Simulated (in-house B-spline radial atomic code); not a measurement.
## Removing one electron from Pt46+

Closed shell [Ar] 3d10 4s2 (4p1/2)2. Computed with a B-spline radial code for spherical atoms: Koopmans values of Dirac-Hartree-Fock plus a diagonal self-energy, in second order or with its direct term screened (direct RPA, with the hole-particle interaction, or full time-dependent Hartree-Fock), linearised in energy; no-pair Dirac-Coulomb Hamiltonian, finite nucleus. Shifts add to the Koopmans value (the ΔSCF shift is orbital relaxation alone); the final value takes TDHF screening with Breit and QED.

The shells are closed in jj coupling only; the real ground state mixes other jj configurations.

Command:
```bash
python run_mb.py task.json out
```
Settings (nuclear radius in fm, box in bohr, cutoff in hartree; a minus after a letter marks j = l - 1/2):
```
basis_form          2
Z                   78
core_configuration  [Ar] 3d10 4s2 4p-2
rms_radius          5.427
mass_number         195
speed_of_light      137.036
box_radius          2.681
lmax                7
intervals           56
virtual_cutoff      24336.0
```

Run time, properties included: 12 s on 1 thread of AMD EPYC 7R13 Processor, with other jobs on the host.

Energies in eV:

```
subshell  Koopmans  ΔSCF shift  second order  direct RPA  hole-particle  TDHF  Breit + QED  final
   4p1/2   2539.96      -0.451             ?           ?              ?     ?            ?      ?
```

Q: What does the self-energy do to 4p1/2?

A: It shifts the removal energy by 1.825 eV in second order, 1.675 with direct RPA, 1.738 with the hole-particle term and 1.797 with TDHF screening (quasi-particle weight 0.995); Breit and QED add -3.605 eV. The final value is 2538.15 eV, against 2536 ± 4 eV (NIST, tabulated theory).
